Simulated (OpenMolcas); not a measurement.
An OpenMolcas run meant for B+ (ANO-L-VDZP, non-relativistic; inactive shells 1s; intended active space 2 electrons in 8 orbitals (2s 2p 3s 3p)). One step of its input:

```
&CASPT2
Multistate=3 1 2 3
Frozen=0 0
IPAE=0.25
Imaginary=0.1
MaxIter=60
WThr=0.0 0.3 0.05
PrWF=0.5
NoMix
```

Lines from the output:

```
|        MOLCAS_PRINT = 2
  |       MOLCAS_SOURCE = <dir>
  |    MOLCAS_STRUCTURE = 0
  |
   --------------------------------------------------------------------------------------
++ ---------   Input file   ---------
>>> COPY JOB001 $Project.JobIph
&CASPT2
Multistate=3 1 2 3
Frozen=0 0
IPAE=0.25
Imaginary=0.1
MaxIter=60
WThr=0.0 0.3 0.05
PrWF=0.5
NoMix
-- ----------------------------------
>>> COPY JOB001 a.JobIph
*** symbolic link created: INPORB -> a.RasOrb
--- Start Module: caspt2 at  ---
()()()()()()()()()()()()()()()()()()()()()()()()()()()()()()()()()()()()()()()()()()()()()()()()()()
                                              &CASPT2
                                   only a single process is used
                       available to each process: 2.3 GB of memory, 1 thread
()()()()()()()()()()()()()()()()()()()()()()()()()()()()()()()()()()()()()()()()()()()()()()()()()()
 ###    ERROR: Unrecognized keyword: IPAE                                    ###
--- Stop Module: caspt2 at  /rc=_RC_INPUT_ERROR_ ---
.####################.
.# User input error #.
.####################.
```

**Question.** What is wrong with the input?

**Answer.** A keyword is misspelt. OpenMolcas reads the first four letters of a keyword, so the setting is refused or falls back to its default.
